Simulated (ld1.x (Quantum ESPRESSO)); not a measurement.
# Transferability test, TM semilocal potential for tellurium

```
Element                 : Te
Generator               : ld1.x (Quantum ESPRESSO) 7.5
Type                    : norm-conserving Troullier–Martins (semilocal form)
Functional              : PBEsol
Relativity              : scalar-relativistic
Frozen core             : [Kr]
Valence charge          : 16
Reference configuration : 4d10 5s1.75 5p4.25
Partial waves           : 5p (bound): rc 1.65 bohr; 4d (bound): rc 0.85 bohr; 4f channel at 0.35 Ry: rc 1.80 bohr; 5s (bound): rc 1.35 bohr
Local potential         : the s channel
Core correction         : none
```

Energies are relative to the spin-unpolarised reference configuration 4d10 5s1.75 5p4.25; without spin polarisation the order of configurations can differ from experiment. The frozen-core shift is the all-electron ΔE with the core orbitals held at their reference shape minus the fully relaxed ΔE.

| valence configuration | charge | ΔE all-electron (eV) | error AE − PS (meV) | frozen-core shift (meV) |
| --- | --- | --- | --- | --- |
| 4d10 5s2 5p4 | 0 | -2.302 | +0.6 | 0.0 |
| 4d10 5s2 5p3 | +1 | 7.451 | +0.6 | +1.8 |
| 4d10 5s2 5p2 | +2 | 25.420 | +11 | +6.1 |
| 4d10 5s2 5p4.3 | -0.3 | -3.775 | +1.6 | -0.2 |
| 4d10 5s2 5p3.5 | +0.5 | 1.605 | -0.3 | +0.7 |
| 4d10 5s2 5p1 | +3 | 52.375 | +38 | +14 |

What are ΔE and the potential's error for 4d10 5s1 5p4?

ΔE = 17.323 eV all-electron; the error (AE − PS) is +12 meV.

Levels in the configuration 4d10 5s2 5p2:

| level | all-electron (eV) | pseudo (eV) |
| --- | --- | --- |
| 4d | -60.948 | -60.677 |
| 5s | -32.801 | -32.763 |
| 5p | -22.357 | -22.333 |

ld1.x printed “convergence not achieved” for 7 of the counted tests; their residual had stalled under 1e-8, short of the target of 1e-14. A variational frozen-core shift is positive and of second order in the change. This column holds negative values, so the frozen-core run of ld1.x carries numerical noise or an error of first order here, and the column gives no more than the rough size of the effect.
